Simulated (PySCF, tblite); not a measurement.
Bond stretch in AsH, triplet.

Methods: GFN2-xTB, 300 K electronic temperature (tblite); UKS-B3LYP/6-31G* = unrestricted B3LYP/6-31G*, spherical d (PySCF 2.14.0); UMP2/6-31G* = unrestricted MP2 (frozen core)/6-31G*, spherical d run with PySCF; UCCSD(T) = CCSD(T) on UHF/def2-TZVP, 9 core orbitals frozen run with PySCF 2.14.0.

Energies relative to the lowest point of each curve near equilibrium, in kJ/mol; the last columns give the difference from UCCSD(T):

```tsv
R / Å	GFN2-xTB	UKS-B3LYP/6-31G*	UMP2/6-31G*	UCCSD(T)	GFN2-xTB − UCCSD(T)	UKS-B3LYP/6-31G* − UCCSD(T)	UMP2/6-31G* − UCCSD(T)
1.24	95.2	125.0	121.6	114.9	-19.7	10.1	6.7
1.30	48.4	72.7	69.5	65.1	-16.6	7.6	4.4
1.38	15.2	28.8	26.4	24.3	-9.1	4.6	2.1
1.46	1.9	6.7	5.4	4.7	-2.8	2.0	0.7
1.49	0.2	2.6	1.8	1.5	-1.2	1.1	0.3
1.53	0.0	0.0	0.0	0.0	0.0	0.0	0.0
1.58	2.2	0.6	1.6	1.9	0.3	-1.2	-0.2
1.62	5.5	3.7	5.5	5.8	-0.3	-2.1	-0.3
1.69	13.7	13.2	16.4	16.6	-2.9	-3.4	-0.2
1.80	31.1	35.7	41.0	40.5	-9.4	-4.7	0.6
1.91	52.0	63.7	72.4	68.8	-16.8	-5.1	3.6
```

GFN2-xTB is furthest from UCCSD(T) at 1.24 (-19.7 kJ/mol, below); its mean absolute difference over the points is 7.2 kJ/mol.

UKS-B3LYP/6-31G* is furthest from UCCSD(T) at 1.24 (10.1 kJ/mol, above); its mean absolute difference over the points is 3.8 kJ/mol.

UMP2/6-31G* is furthest from UCCSD(T) at 1.24 (6.7 kJ/mol, above); its mean absolute difference over the points is 1.7 kJ/mol.

The scan ran from 1.24 to 6.20 Å; beyond the distances shown one of the unrestricted levels run for this scan, shown here or not, changes its spin distribution in one step. The unrestricted determinant behind UMP2/6-31G* is spin-contaminated at 1.91 Å (<S²> up to 2.1, against 2.00 for a pure triplet).
